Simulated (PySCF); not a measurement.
2H-1,3-oxazine (C₄H₅NO), SMILES C1OC=CC=N1. Heavy atoms are numbered as in [CH:1]1=[CH:2][O:3][CH2:4][N:5]=[CH:6]1. Hydrogens are named by the atom that carries them.

Geometry: B3LYP-D3(BJ)/def2-SVP. A frequency run showed that this geometry is not a minimum. The values are those of a single conformer.

Calculation: PBE/pcSseg-1 in PySCF.

GIAO shieldings, no solvent; atoms alike by connectivity are averaged. δ = σ(ref) − σ: ¹³C against TMS (σ = 182.0 ppm); ¹⁷O against H2O (σ = 334.3 ppm); ¹⁵N against NH3 (σ = 267.0 ppm); ¹H against TMS (σ = 31.49 ppm), references at their B3LYP-D3(BJ)/def2-TZVP geometries, non-relativistic.

```
nucleus     atoms  count  δ (ppm)
-------  --------  -----  -------
¹³C       C2 (CH)      1    160.6
¹³C       C6 (CH)      1    156.6
¹³C       C1 (CH)      1     98.5
¹³C      C4 (CH2)      1     93.2
¹⁷O            O3      1    140.3
¹⁵N            N5      1    317.7
¹H        H on C6      1     7.31
¹H        H on C4      2     6.78
¹H        H on C2      1     6.62
¹H        H on C1      1     4.44
```
